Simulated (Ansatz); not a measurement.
Cu(NH3)F (CuNFH3), 6 atoms. Hardware: 4 threads of Arm Neoverse V1 on a shared host.

Correlated methods freeze 11 core orbitals.

**Question.** How many basis functions does each of these Ansatz runs have, and roughly what does it cost? B97M-V/def2-TZVP, charge 0 singlet, energy, from earlier orbitals; revPBE-D4/def2-TZVP, charge 0 singlet, energy, from earlier orbitals; r2SCAN-D4/def2-TZVP, charge 0 singlet, energy, from earlier orbitals; r2SCAN-D4/def2-TZVP, charge 0 triplet at the geometry of the charge 0 singlet, energy, from earlier orbitals; CCSD(T)/def2-TZVPD, charge -1 doublet at the geometry of the charge 0 singlet, energy, from earlier orbitals; LDA (SPW92)/def2-TZVP, charge 0 singlet, energy, from earlier orbitals; PBE-QIDH/def2-TZVP, charge 0 singlet, energy, from earlier orbitals; r2SCAN-D4/def2-TZVPD, charge -1 doublet at the geometry of the charge 0 singlet, energy, from earlier orbitals; PBE-D4/def2-TZVP, charge 1 doublet at the geometry of the charge 0 singlet, energy, from earlier orbitals; PBE-D4/def2-TZVPD, charge 0 singlet, energy, from earlier orbitals; PBE-D4/def2-TZVPD, charge -1 doublet at the geometry of the charge 0 singlet, energy, from earlier orbitals; r2SCAN-D4/def2-TZVPD, charge 0 singlet, energy, from earlier orbitals.

**Answer.** Other jobs shared the machine, so times can vary by a factor of up to 3. A dash marks memory too small to be measured apart from the calling script's.

```json
{"run": "LDA (SPW92)/def2-TZVP, charge 0 singlet, energy, from earlier orbitals", "functions": "125", "fitting or Cholesky vectors": "896", "wall time": "0.5 s", "peak host memory (GiB)": "–"}
{"run": "revPBE-D4/def2-TZVP, charge 0 singlet, energy, from earlier orbitals", "functions": "125", "fitting or Cholesky vectors": "896", "wall time": "0.8 s", "peak host memory (GiB)": "–"}
{"run": "PBE-D4/def2-TZVPD, charge 0 singlet, energy, from earlier orbitals", "functions": "152", "fitting or Cholesky vectors": "998", "wall time": "1.1 s", "peak host memory (GiB)": "–"}
{"run": "r2SCAN-D4/def2-TZVP, charge 0 singlet, energy, from earlier orbitals", "functions": "125", "fitting or Cholesky vectors": "896", "wall time": "1.7 s", "peak host memory (GiB)": "–"}
{"run": "PBE-QIDH/def2-TZVP, charge 0 singlet, energy, from earlier orbitals", "functions": "125", "fitting or Cholesky vectors": "1025", "wall time": "1.9 s", "peak host memory (GiB)": "–"}
{"run": "PBE-D4/def2-TZVPD, charge -1 doublet at the geometry of the charge 0 singlet, energy, from earlier orbitals", "functions": "152", "fitting or Cholesky vectors": "998", "wall time": "2.1 s", "peak host memory (GiB)": "–"}
{"run": "r2SCAN-D4/def2-TZVPD, charge 0 singlet, energy, from earlier orbitals", "functions": "152", "fitting or Cholesky vectors": "998", "wall time": "2.4 s", "peak host memory (GiB)": "–"}
{"run": "B97M-V/def2-TZVP, charge 0 singlet, energy, from earlier orbitals", "functions": "125", "fitting or Cholesky vectors": "896", "wall time": "3.3 s", "peak host memory (GiB)": "–"}
{"run": "r2SCAN-D4/def2-TZVP, charge 0 triplet at the geometry of the charge 0 singlet, energy, from earlier orbitals", "functions": "125", "fitting or Cholesky vectors": "896", "wall time": "3.9 s", "peak host memory (GiB)": "–"}
{"run": "r2SCAN-D4/def2-TZVPD, charge -1 doublet at the geometry of the charge 0 singlet, energy, from earlier orbitals", "functions": "152", "fitting or Cholesky vectors": "998", "wall time": "5 s", "peak host memory (GiB)": "–"}
{"run": "PBE-D4/def2-TZVP, charge 1 doublet at the geometry of the charge 0 singlet, energy, from earlier orbitals", "functions": "125", "fitting or Cholesky vectors": "896", "wall time": "13 s", "peak host memory (GiB)": "–"}
{"run": "CCSD(T)/def2-TZVPD, charge -1 doublet at the geometry of the charge 0 singlet, energy, from earlier orbitals", "functions": "152", "fitting or Cholesky vectors": "1208", "wall time": "80 s", "peak host memory (GiB)": "2.7"}
```
